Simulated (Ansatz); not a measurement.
Abridged output of a molecular run in Ansatz:

```
Functional definition: HF
1630 factors; integrals over basis functions are off by at most 9.2e-4 eV
mean field evaluation 1: about -8502.6181 eV, gradient 7.3e1 eV
mean field evaluation 2: about -8502.7489 eV, gradient 7.3e1 eV
mean field evaluation 4: about -8511.9092 eV, gradient 4.3e0 eV
mean field evaluation 8: about -8512.0089 eV, gradient 4.0e-1 eV
mean field evaluation 16: about -8512.0102 eV, gradient 2.1e-6 eV
mean field -8512.01016288 eV, -312.8106038382 hartree, gradient 2.1e-6 eV, S^2 0.000000; 0 other end points of the search recorded, 0 dependent functions left out
4 core orbitals not correlated: weight in the atoms' cores, before any rotation towards them, 1.000 or more for the frozen orbitals, at most 0.000 for the correlated occupied ones
reference -8512.01016288 eV, -312.8106038382 hartree; 20, 20 occupied and 240, 240 virtual orbitals, 1630 factors
second order -34.40386255 eV of doubles, -0.00000000 eV of singles
cycle   1  -33.74658172 eV  change    6.6e-1 eV  update   1.6e-1
cycle   2  -34.52900026 eV  change   -7.8e-1 eV  update   5.8e-2
cycle   3  -34.76818178 eV  change   -2.4e-1 eV  update   2.8e-2
cycle   4  -34.75158555 eV  change    1.7e-2 eV  update   8.3e-3
cycle   5  -34.74255639 eV  change    9.0e-3 eV  update   3.1e-3
cycle   6  -34.74434888 eV  change   -1.8e-3 eV  update   9.6e-4
cycle   7  -34.74399499 eV  change    3.5e-4 eV  update   3.1e-4
cycle   8  -34.74383018 eV  change    1.6e-4 eV  update   8.7e-5
cycle   9  -34.74387478 eV  change   -4.5e-5 eV  update   3.8e-5
cycle  10  -34.74388005 eV  change   -5.3e-6 eV  update   1.3e-5
perturbative correction -1.38467405 eV, -0.0508858328 hartree
Total energy: -8548.13871698 eV, -314.1383037127 hartree
```

Its atoms:

Z-matrix (Å, degrees):
```
C
Zr 1 2.233
H 1 1.096 2 111.2
H 1 1.096 2 111.2 3 120.0
H 1 1.096 2 111.2 3 -120.0
O 2 1.925 1 105.5 3 -60.1
O 2 1.925 1 105.5 3 179.9
O 2 1.925 1 105.5 3 59.9
H 6 0.952 2 165.7 1 149.8
H 7 0.952 2 165.7 1 149.9
H 8 0.952 2 165.7 1 149.8
```

Q: Which basis set was used?
A. def2-QZVPP
B. def2-SVPD
C. def2-TZVPP
D. def2-TZVPPD

A: C. It gives 264 functions.

Q: Write the keys of the input that set method, charge and spin (a neutral closed shell needs none for the last two).

A: 
```yaml
correlation: {method: ccsd_t}
```
